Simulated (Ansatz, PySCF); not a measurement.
C4H11FSi, SMILES C(C)(C)C[SiH2]F.

The structure is a stationary point at B3LYP-D3(BJ)/def2-SVP. The structure was generated by enumeration, and PubChem lists no compound with its InChIKey, so it may never have been made. Other conformers were not sampled.

Vertical ionisation energy (IE) and electron affinity (EA) in eV. Rows of orbital energies are one-electron estimates. Where ΔSCF, EOM or ADC give a negative EA the extra electron is unbound and the value depends on the basis.

| level | IE | EA |
|---|---|---|
| −ε(HOMO), −ε(LUMO), HF/def2-TZVP (PySCF) | 11.71 | -3.44 |
| −ε(HOMO), −ε(LUMO), PBE/def2-TZVP (PySCF) | 7.18 | 0.46 |
| ΔSCF, PBE0/def2-SVPD (Ansatz), final states of multiplicity 2 and 2 | 10.45 | -1.66 |
| ΔSCF, PBE/def2-SVPD (Ansatz), final states of multiplicity 2 and 2 | 10.01 | -1.41 |

### Question
What vertical singlet–triplet gap does ΔSCF give with PBE0/def2-SVPD (Ansatz, a program for electronic structure) and with PBE/def2-SVPD (Ansatz)? (An estimate is asked for; the answer gives what the named calculation found.)

### Answer
7.28 and 6.77 eV (triplet above singlet where positive).
